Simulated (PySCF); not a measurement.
Species: C5H5O3S (charge -1).
SMILES with atom numbers: `[CH:1]#[C:2][C:3]1([S:4](=[O:5])(=[O:6])[O-:7])[CH2:8][CH2:9]1` (hydrogens: H10 on C1; H11, H12 on C8; H13, H14 on C9)

Geometry (GFN2-xTB, Å), atoms numbered from 1 in this order:
```
atom  x, y, z in Å
C1     2.169    1.598   -0.315
C2     1.237    0.855   -0.162
C3     0.132    0.005    0.009
S4    -1.484    0.803   -0.392
O5    -1.373    1.185   -1.794
O6    -1.584    1.925    0.532
O7    -2.465   -0.253   -0.145
C8     0.151   -1.454   -0.313
C9     0.021   -1.001    1.108
H10    2.953    2.279   -0.462
H11    1.079   -1.912   -0.634
H12   -0.740   -1.823   -0.798
H13   -0.955   -1.069    1.563
H14    0.859   -1.141    1.781
```

Computed geometry: GFN2-xTB, gas phase.

Take the most abundant isotopes and a rigid rotor. The values belong to one conformer with, in the numbering `[CH:1]#[C:2][C:3]1([S:4](=[O:5])(=[O:6])[O-:7])[CH2:8][CH2:9]1`, C2–C3–S4–O5 60°.

(1) What are A, B and C (MHz)?

(2) What kind of rotor is it?

(3) Is it planar, by Δ = Ic − Ia − Ib?

(4) Give the other two planar moments, Paa and Pbb, and the rms extents of the mass along the axes.

(5) List the rotational levels J(Ka,Kc) to J = 3 (MHz).

## Answers

(1) Ia = 240.10, Ib = 344.38, Ic = 448.80 u·Å²; 505379 MHz·u·Å²/I gives A = 2105, B = 1467, C = 1126 MHz.

(2) An asymmetric top. Ray's parameter κ = (2B − A − C)/(A − C) = -0.302; −1 is the prolate and +1 the oblate limit.

(3) Not planar: Δ = Ic − Ia − Ib = -135.68 u·Å². For a rigid frame Δ = −2 Σ m c², so Σ m c² = 67.84 u·Å² lies off the ab plane: 6.38 from hydrogen and 61.46 from heavier atoms. The atom farthest from that plane is 1.27 Å away.

(4) Paa = Σ m a² = (Ib + Ic − Ia)/2 = 276.54 and Pbb = Σ m b² = (Ia + Ic − Ib)/2 = 172.26 u·Å². With the mass M = 145.00 u, the rms extents √(P/M) along a, b and c are 1.38, 1.09, 0.68 Å.

(5) Above 0(0,0):
J = 1: 1(0,1) 2594, 1(1,1) 3231, 1(1,0) 3572
J = 2: 2(0,2) 7676, 2(1,2) 8077, 2(1,1) 9101, 2(2,1) 11013, 2(2,0) 11118
J = 3: 3(0,3) 15089, 3(1,3) 15287, 3(1,2) 17315, 3(2,2) 18794, 3(2,1) 19266, 3(3,1) 22892, 3(3,0) 22913
The levels of one J sum to (2J + 1)J(J + 1)(A + B + C)/3.

Not checked by GFN2-xTB frequencies. No vibrational averaging or centrifugal distortion is included, and the geometry carries the error of its method.
